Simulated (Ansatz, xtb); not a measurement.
**Ranking isomers of C3H11PSi**

5 gas-phase structures of C3H11PSi, from a drawn sample of its isomers (lower ones may exist). Each was relaxed with GFN2-xTB; where two conformers were screened, the lower at r2SCAN-D4/def2-SVP is listed:

A. `CP(C)C[SiH3]`, a singlet
B. `C[SiH2]P(C)C`, a singlet
C. `CC(C)[SiH2]P`, a singlet
D. `CC[Si@H](C)P`, a singlet
E. `CCC[SiH2]P`, a singlet

**Question.** Which do you expect lowest at r2SCAN-D4/def2-SVP, and how would the others follow?

**Answer.** Calculated order at r2SCAN-D4/def2-SVP: D (0.0), B (13.8), E (39.3), C (41.9), A (51.7) kJ/mol. Less than 1 kcal/mol parts E and C, so the order within that pair means little.

Energies above the lowest of each column, in kJ/mol; the last columns are at B3LYP/def2-SVP geometries (a dash: not run or not comparable):

```tsv
structure	GFN2-xTB	HF/STO-3G	r2SCAN-D4/def2-SVP	B3LYP/def2-SVP	CCSD(T)/def2-SVP + ΔMP2/def2-TZVPP
D	29.6	6.0	0.0	0.0	0.0
B	11.5	0.0	13.8	17.8	12.5
E	0.0	44.8	39.3	32.1	40.1
C	4.5	50.1	41.9	38.5	41.8
A	14.1	29.5	51.7	52.3	–
```

CCSD(T)/def2-SVP + ΔMP2/def2-TZVPP puts D lowest of those it was run on; GFN2-xTB picks E, HF/STO-3G picks B. Flexible structures stand in one conformer each, not always the lowest. Frequencies (GFN2-xTB) were run for B, C, D, E alone. The ΔMP2 step shifts differences by up to 21.8 kJ/mol, which makes them less sure. ΔMP2 is the change of the MP2 energy from the smaller to the larger basis.

Over these structures GFN2-xTB departs from r2SCAN-D4/def2-SVP by 24.8 kJ/mol on average once a common shift is removed. A GFN2-xTB relaxation took about 0.098 s and the r2SCAN-D4/def2-SVP energy about 1.4 s on a shared host (Ansatz 0.2.0, xtb 6.7.1).
